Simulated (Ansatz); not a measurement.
Worked example: the enthalpy of CHBr2Cl + CBrCl3 → CHBrCl2 + CBr2Cl2

Species: CHBr2Cl `ClC(Br)Br`, singlet; CBrCl3 (bromotrichloromethane) `ClC(Cl)(Cl)Br`, singlet; CHBrCl2 (bromodichloromethane) `ClC(Cl)Br`, singlet; CBr2Cl2 (dibromodichloromethane) `ClC(Cl)(Br)Br`, singlet. The partners trade Br for Cl; both sit on C, so the bond types are kept.

Shapes, held fixed at every level: PBE0-D4/def2-TZVP. Programs: Ansatz 0.2.0. The zero-point and thermal terms to 298 K, harmonic and unscaled (PBE0-D4/def2-TZVP), stand in the table.

At r2SCAN-D4/def2-TZVPP; 1 Eh = 2625.50 kJ/mol:

```
species   energy (Eh)  H(298 K) − E (kJ/mol)  tabulated ΔfH (kJ/mol)
CHBr2Cl  -5647.152216                   64.6                    -3.0
 CBrCl3  -3992.766844                   41.6                   -43.0
CHBrCl2  -3533.195591                   65.7                   -51.5
CBr2Cl2  -6106.722969                   40.7                    +3.4
```

**Question.** Work out the reaction enthalpy at 298 K from the calculation and from the table of heats.

**Answer.** 
1. Electronic: (-3533.195591) + (-6106.722969) − [(-5647.152216) + (-3992.766844)] = 0.000500 Eh = +1.3 kJ/mol.
2. Zero-point and thermal: (65.7) + (40.7) − [(64.6) + (41.6)] = +0.2 kJ/mol.
3. Computed ΔH = +1.5 kJ/mol.
4. From the heats of formation (Active Thermochemical Tables): (-51.5) + (3.4) − [(-3.0) + (-43.0)] = -2.1 kJ/mol.
5. Computed less tabulated: +3.6 kJ/mol. Tabulated heats carry uncertainties of their own.

Relativity is left out for Br unless named.
